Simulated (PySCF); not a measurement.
C₃H₄, SMILES C1C=C1. Atoms are numbered in the order given.

```xyz
7

C      0.0000    -0.6434    -0.4996
C      0.0000     0.6434    -0.4996
C      0.0000     0.0000     0.8609
H      0.0000    -1.5717    -1.0416
H      0.0000     1.5717    -1.0416
H      0.9115     0.0000     1.4567
H     -0.9115     0.0000     1.4567
```
Charge 0, spin multiplicity 1.

Coordinates come from a B3LYP-D3(BJ)/def2-TZVP optimisation.

Method: PBE/def2-TZVPD (PySCF).

- total energy: -116.50389 hartree
- point group: C2v
- highest occupied level: -6.12 eV
- lowest empty level: -1.02 eV
- orbital gap: 5.10 eV
- dipole moment: 0.48 D
- quadrupole, principal values (traceless, Buckingham form, about the centre of nuclear charge): -1.59, -0.48, 2.07 D·Å
- mean static polarisability: 35.1 bohr³ (5.21 Å³)
- polarisability, principal values: 28.4, 37.9, 39.2 bohr³
